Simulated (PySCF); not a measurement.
# Static response to an electric field

Compound: Ge(eta1-allyl)Cl3, C3H5Cl3Ge.
Geometry (PBE0-D3(BJ)/def2-SVP, Å), atoms numbered from 1 in this order:
```
atom  x, y, z in Å
Ge1   -0.1676   -0.5982   -1.5739
C2    -0.1434   -0.8310    0.3563
C3     0.5952    0.2941    0.9965
C4     0.0151    1.3639    1.5443
H5     0.3198   -1.8122    0.5430
H6    -1.1997   -0.8759    0.6633
H7     1.6889    0.2375    0.9554
H8    -1.0737    1.4693    1.5823
H9     0.6104    2.1751    1.9693
Cl10   1.8269   -0.4772   -2.3527
Cl11  -1.2093    1.2048   -2.0782
Cl12  -1.1471   -2.2331   -2.5546
```

Level: B3LYP/def2-SVPD (PySCF), static field, nuclei fixed, core orbitals frozen in the response. The polarisability tensor in these axes (au):

```
x   103.10  -0.64   1.17
y    -0.64 112.86  17.27
z     1.17  17.27 112.80
```

Q: What are the eigenvalues, a third of the trace, and Δα (Δα² = ½Σ(αi − αj)² over the three pairs)?

A: Principal values 95.35, 103.30 and 130.11 au; mean 109.59 au = 16.24 Å³ = 18.07 × 10⁻⁴⁰ C²·m²/J; Δα = 31.55 au (29 % of the mean).

Q: What is the dipole moment, and where does it point?

A: (0.08, -0.13, 2.71) D, 2.72 D in size, pointing from the negative to the positive side. Measured along this direction, the outermost atoms are Cl12 at the negative end and H9 at the positive end.

Q: Traceless (Buckingham) quadrupole moment about the centre of nuclear charge: eigenvalues?

A: -0.83, -0.60, 1.42 D·Å. The values depend on the origin, since the dipole doesn't vanish. The electronic extent ⟨r²⟩ about the same centre is 1721 bohr², a root-mean-square distance of 2.13 Å for the 106 electrons.

Q: Find the Langevin capture rate constant for H3+ (3.023 u) meeting this molecule (219.867 u), k = 2.342 × 10⁻⁹ cm³/s × √(α in Å³ / reduced mass in u).

A: The reduced mass is 2.98 u, so k = 5.46 × 10⁻⁹ cm³/s. The formula leaves out the permanent dipole, which adds to the capture rate.

Q: What would n − 1 = 2πNα be for an ideal gas of these molecules at 298.15 K and 1 atm, electronic part alone?

A: N = p/kT = 2.4615 × 10¹⁹ cm⁻³, so n − 1 = 2π × N × 16.24 × 10⁻²⁴ cm³ = 2512 × 10⁻⁶ at long wavelengths, for an ideal gas.

Geometry: PBE0-D3(BJ)/def2-SVP, one conformer, isolated molecule. The calculation is non-relativistic, for germanium too.
